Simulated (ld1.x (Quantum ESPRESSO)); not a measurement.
Plane-wave convergence, PAW potential for iodine

| Item | Value |
| --- | --- |
| Element | iodine (I) |
| Generator | ld1.x (Quantum ESPRESSO) 7.5 |
| Type | PAW |
| Functional | PBE |
| Relativity | scalar-relativistic |
| Frozen core | [Kr] |
| Valence charge | 17 |
| Reference configuration | 4d10 5s2 5p5 |
| Partial waves | 5s (bound): rcut 1.55, rcutus 1.75 bohr; 5s channel at 1.7 Ry: rcut 1.55, rcutus 1.75 bohr; 5p (bound): rcut 1.60, rcutus 1.80 bohr; 5p channel at -0.15 Ry: rcut 1.60, rcutus 1.80 bohr; 4d (bound): rcut 1.25, rcutus 1.50 bohr; 4d channel at -3.3 Ry: rcut 1.25, rcutus 1.50 bohr |
| Local potential | all-electron potential smoothed inside 1.65 bohr (lloc = -1) |
| Core correction | Bessel-smoothed model core inside 1.35 bohr |
| Augmentation charge | PSQ, inside the norm-conserving radii |

The pseudo-atom Hamiltonian at the reference potential is diagonalised in spherical Bessel functions j_l(qr) that vanish at 20 bohr, with q² up to the cutoff. All-electron valence levels (Ry): 5s -1.2794, 5p -0.5208, 4d -3.6955.

Q: How do the lowest levels (Ry) of each channel move with the cutoff, and are there ghosts?

A:

| cutoff (Ry) | s #1 | p #1 | p #2 | d #1 | d #2 | f #1 | Σ f·Δε (mRy) |
| --- | --- | --- | --- | --- | --- | --- | --- |
| 8 | -1.2594 | -0.5144 | 0.0274 | -0.4135 | 0.0690 | 0.1154 | 32892.6 |
| 15 | -1.2787 | -0.5197 | 0.0272 | -1.8174 | 0.0651 | 0.1154 | 18788.6 |
| 25 | -1.2792 | -0.5207 | 0.0272 | -3.2408 | 0.0627 | 0.1154 | 4548.7 |
| 40 | -1.2795 | -0.5209 | 0.0272 | -3.6814 | 0.0614 | 0.1154 | 140.8 |
| 50 | -1.2795 | -0.5209 | 0.0272 | -3.6940 | 0.0612 | 0.1154 | 15.4 |
| 70 | -1.2795 | -0.5209 | 0.0272 | -3.6949 | 0.0612 | 0.1154 | 6.0 |
| 100 | -1.2795 | -0.5209 | 0.0272 | -3.6953 | 0.0612 | 0.1154 | 1.3 |
| 140 | -1.2796 | -0.5209 | 0.0272 | -3.6955 | 0.0612 | 0.1154 | 0.3 |
| 400 | -1.2796 | -0.5209 | 0.0272 | -3.6955 | 0.0612 | 0.1154 | 0.0 |

Result: no extra level below or beside the all-electron valence levels (s, p, d, f tested); 10 mRy is reached at 70 Ry and 1 mRy at 110 Ry.
